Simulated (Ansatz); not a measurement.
NiH2(PF3)2 (NiP₂H₂F₆). Total charge 0; singlet. Geometry B3LYP-D4/def2-SVP.

```tsv
atom	x (Å)	y (Å)	z (Å)
F1	-0.209	0.473	2.495
F2	0.967	2.434	1.823
F3	2.080	0.308	1.758
F4	-0.119	-2.544	0.082
F5	-0.932	-2.187	-2.129
F6	-2.270	-1.513	-0.255
Ni7	0.080	0.507	-0.632
P8	0.703	0.955	1.275
P9	-0.768	-1.359	-0.771
H10	0.056	1.165	-2.086
H11	0.411	1.762	-1.561
```

The restricted singlet is unstable towards broken spin symmetry in Hartree–Fock (as tested in another run); at HF/STO-3G, PBE-D4/def2-SVP, PBE0-D4/def2-SVP, BHLYP-D4/def2-TZVP this wasn't settled. At HF/def2-TZVP the restricted singlet is unstable: a solution with broken spin symmetry lies lower. In the singlet, H10 and H11 lie 0.87 Å apart (atoms count from 1), so H2 has formed as a molecule.

Task: Estimate the orbital energies around the gap (eV) in Ansatz with HF/STO-3G, HF/def2-TZVP, PBE-D4/def2-SVP, PBE0-D4/def2-SVP, BHLYP-D4/def2-TZVP.

Result: 
```json
{"orbital": "HOMO−5", "HF/STO-3G": "-12.51", "HF/def2-TZVP": "-14.98", "PBE-D4/def2-SVP": "-9.11", "PBE0-D4/def2-SVP": "-10.85", "BHLYP-D4/def2-TZVP": "-12.64"}
{"orbital": "HOMO−4", "HF/STO-3G": "-11.67", "HF/def2-TZVP": "-12.94", "PBE-D4/def2-SVP": "-6.38", "PBE0-D4/def2-SVP": "-7.75", "BHLYP-D4/def2-TZVP": "-9.89"}
{"orbital": "HOMO−3", "HF/STO-3G": "-11.40", "HF/def2-TZVP": "-12.64", "PBE-D4/def2-SVP": "-6.15", "PBE0-D4/def2-SVP": "-7.72", "BHLYP-D4/def2-TZVP": "-9.80"}
{"orbital": "HOMO−2", "HF/STO-3G": "-11.07", "HF/def2-TZVP": "-12.09", "PBE-D4/def2-SVP": "-6.02", "PBE0-D4/def2-SVP": "-7.65", "BHLYP-D4/def2-TZVP": "-9.32"}
{"orbital": "HOMO−1", "HF/STO-3G": "-5.92", "HF/def2-TZVP": "-10.90", "PBE-D4/def2-SVP": "-5.79", "PBE0-D4/def2-SVP": "-7.43", "BHLYP-D4/def2-TZVP": "-9.25"}
{"orbital": "HOMO", "HF/STO-3G": "-4.13", "HF/def2-TZVP": "-10.61", "PBE-D4/def2-SVP": "-5.37", "PBE0-D4/def2-SVP": "-7.17", "BHLYP-D4/def2-TZVP": "-8.86"}
{"orbital": "LUMO", "HF/STO-3G": "6.54", "HF/def2-TZVP": "1.28", "PBE-D4/def2-SVP": "-2.60", "PBE0-D4/def2-SVP": "-1.82", "BHLYP-D4/def2-TZVP": "-1.26"}
{"orbital": "LUMO+1", "HF/STO-3G": "7.68", "HF/def2-TZVP": "2.97", "PBE-D4/def2-SVP": "-1.32", "PBE0-D4/def2-SVP": "-0.46", "BHLYP-D4/def2-TZVP": "0.31"}
{"orbital": "LUMO+2", "HF/STO-3G": "9.06", "HF/def2-TZVP": "3.34", "PBE-D4/def2-SVP": "-0.59", "PBE0-D4/def2-SVP": "0.34", "BHLYP-D4/def2-TZVP": "1.01"}
{"orbital": "LUMO+3", "HF/STO-3G": "9.22", "HF/def2-TZVP": "3.50", "PBE-D4/def2-SVP": "-0.34", "PBE0-D4/def2-SVP": "0.57", "BHLYP-D4/def2-TZVP": "1.32"}
{"orbital": "LUMO+4", "HF/STO-3G": "10.51", "HF/def2-TZVP": "4.16", "PBE-D4/def2-SVP": "0.44", "PBE0-D4/def2-SVP": "1.14", "BHLYP-D4/def2-TZVP": "1.67"}
{"orbital": "LUMO+5", "HF/STO-3G": "11.85", "HF/def2-TZVP": "5.32", "PBE-D4/def2-SVP": "0.59", "PBE0-D4/def2-SVP": "1.44", "BHLYP-D4/def2-TZVP": "2.34"}
```
